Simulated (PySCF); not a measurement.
# BSb at PBE0

Level: PBE0. B x2c-TZVPPall, Sb x2c-TZVPPall; spin-free X2C with a Gaussian nucleus (PySCF 2.14).

For BSb, the state is ¹Σ⁺ (singlet), closed shell, a second solution, started from another occupation. The bond length is 0.1946 nm. The harmonic wavenumber is 789 cm⁻¹. The force constant is 3.70 mdyn/Å and the rotational constant Be is 0.4413 cm⁻¹. The anharmonicity ωexe is 4.15 cm⁻¹, the vibration–rotation constant αe is 0.00297 cm⁻¹ and the energy of the minimum from ground-state B + Sb is -1.72 eV. The HOMO–LUMO gap is 1.66 eV. The bond order (Mayer) is 2.91 and the dipole moment (positive dipole means B(−)Sb(+)) is 0.30 D.

These are scalar-relativistic numbers at best; spin–orbit coupling would shift them, the dissociation energy most.
